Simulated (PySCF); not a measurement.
# How methods differ on the excitation energy of Be

Be [He] 2s2 (1S) → Be [He] 2s1 3s1, s spin flipped, as a difference of total energies. All numbers are calculated (PySCF 2.14, the spin-free X2C one-electron Hamiltonian (Gaussian nucleus), in aug-cc-pCVTZ-DK with one added diffuse shell each of s, p, d, f type (8s7p5d3f, 75 functions)). Correlated levels: valence: 1s2 frozen. The calculations carry no spin-orbit coupling.

```json
{"method": "UHF", "excitation energy (eV)": "0.000"}
{"method": "MP2 (valence)", "excitation energy (eV)": "0.000"}
{"method": "SCS-MP2 (valence)", "excitation energy (eV)": "0.000"}
```

The upper determinant mixes two multiplicities, so it lies between the two terms.

The promoted electron is Rydberg-like, and one or two diffuse shells describe it only roughly, which tends to raise the upper state.
